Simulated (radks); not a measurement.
Values are calculated unless marked as measured or tabulated.
Problem. Code: a radial shooting solver on a logarithmic mesh with Libxc functionals. Model: non-relativistic Kohn-Sham, LB94 model potential, spin-polarised, spherical densities, point nucleus; open shells are filled with parallel spins first (spin-orbit coupling, left out, can overturn this in heavy ions). Response by self-consistent Sternheimer equations with the Hartree and adiabatic LDA kernel. For heavy and open-shell atoms this level of theory can miss by tens of per cent. Rank Cu, Cr, Nb, Ni3+, Cl+, Tc, Zn, Li2+ (NIST ground configurations) by static dipole polarisability, largest first.

Solution. Nb 74.86, Tc 68.34, Cr 52.22, Cu 30.99, Zn 29.96, Cl+ 8.832, Ni3+ 1.625, Li2+ 0.05891 bohr^3.
